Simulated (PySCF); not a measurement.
C3H4FNSSi, SMILES [SiH3]c1ncsc1F. Atoms are numbered in the order given.

```xyz
11

F     -2.0408     0.0926     0.0000
C     -0.7452     0.3569     0.0000
S     -0.1928     1.9980     0.0000
C      1.4277     1.3682     0.0000
N      1.5275     0.0802     0.0000
C      0.2838    -0.5404     0.0000
Si     0.1635    -2.4142     0.0000
H      2.2815     2.0519     0.0000
H      0.8319    -2.9588    -1.2143
H     -1.2733    -2.8055     0.0000
H      0.8319    -2.9588     1.2143
```

Coordinates come from a ωB97X-D3(BJ)/def2-SVP optimisation. The structure was generated by enumeration, and PubChem lists no compound with its InChIKey, so it may never have been made.

Level of theory: ωB97X/def2-TZVP in PySCF.

Symmetry labels are those of the subgroup Cs that the program uses (full group Cs).

Question: List the valence orbital energies around the gap with their symmetry. (The exact figures need the calculation; the answer reports its results.)

Answer: 
```
orbital  symmetry  energy (eV)
-------  --------  -----------
HOMO−7         A"       -14.55
HOMO−6         A'       -13.81
HOMO−5         A"       -12.44
HOMO−4         A'       -12.31
HOMO−3         A'       -12.20
HOMO−2         A"       -10.76
HOMO−1         A'       -10.60
HOMO           A"        -9.62
LUMO           A"         1.09
LUMO+1         A'         2.02
LUMO+2         A"         2.22
LUMO+3         A'         2.82
```
